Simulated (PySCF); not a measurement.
Si(H)(Me)2(NH2) (C2H9NSi), SMILES C[SiH](C)N. Atoms are numbered in the order given.

```xyz
13

Si    -0.0614     0.1213     0.3446
C     -1.2016     1.0148    -0.8702
C      1.7206     0.3273    -0.2234
N     -0.3673    -1.5854     0.5295
H     -0.2652     0.7284     1.6958
H     -1.0894     0.6107    -1.8906
H     -2.2599     0.9058    -0.5808
H     -0.9736     2.0936    -0.9087
H      2.4190    -0.1425     0.4865
H      1.8732    -0.1410    -1.2108
H      1.9863     1.3927    -0.3188
H     -0.1590    -2.2115    -0.2437
H     -1.2141    -1.8895     1.0017
```

Geometry optimised at B3LYP-D3(BJ)/def2-SVP. The values are those of a single conformer.

Level of theory: PBE/pcSseg-1 run with PySCF.

GIAO shieldings, no solvent; atoms listed in one row are averaged. δ = σ(ref) − σ: ²⁹Si against TMS (σ = 335.4 ppm); ¹³C against TMS (σ = 182.0 ppm); ¹⁵N against NH3 (σ = 267.0 ppm); ¹H against TMS (σ = 31.49 ppm), references at their B3LYP-D3(BJ)/def2-TZVP geometries, non-relativistic.

Q: Estimate the chemical shifts. (An estimate is asked for; the answer gives what the named calculation found.)

A: 
```tsv
nucleus	atoms	count	δ (ppm)
²⁹Si	Si1	1	-9.6
¹³C	C2	1	6.8
¹³C	C3	1	0.6
¹⁵N	N4	1	23.0
¹H	H5	1	5.11
¹H	H9, H10, H11	3	0.45
¹H	H6, H7, H8	3	0.35
¹H	H13	1	0.34
¹H	H12	1	0.04
```
